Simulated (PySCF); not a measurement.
ClFH₅NSi₂, SMILES N[Si@@H](Cl)[SiH2]F. Atoms are numbered in the order given.

```xyz
10

N     -1.6234    -1.3503    -0.2648
Si    -0.7741     0.1400    -0.2787
Cl    -0.9587     1.3100     1.4711
Si     1.5347    -0.2094    -0.2857
F      2.0172    -1.0458    -1.6043
H     -1.3450    -2.1047     0.3557
H     -2.6236    -1.3766    -0.4425
H     -1.3360     0.9560    -1.3878
H      2.2600     1.0928    -0.2673
H      1.9033    -1.0022     0.9257
```

Geometry: r2SCAN-D4/def2-SVP. The structure was generated by enumeration; whether it is a known compound was not checked. The values are those of a single conformer.

The numbers are results of PySCF with HF/def2-TZVP, not measurements.

Gas-phase values at a fixed geometry.

Problem. Estimate the frontier levels, gap, dipole moment and polarisability. (The exact figures need the calculation; the answer reports its results.)

Solution. 
```json
{
 "highest_occupied_level": "-11.01 eV",
 "lowest_empty_level": "2.58 eV",
 "orbital_gap": "13.60 eV",
 "dipole_moment": "1.78 D",
 "quadrupole, principal values (traceless, Buckingham form, about the centre of nuclear charge)": "-15.62, 4.72, 10.91 D·Å",
 "mean_static_polarisability": "64.7 bohr³ (9.59 Å³)",
 "polarisability_principal_values": "58.6, 67.1, 68.4 bohr³"
}
```
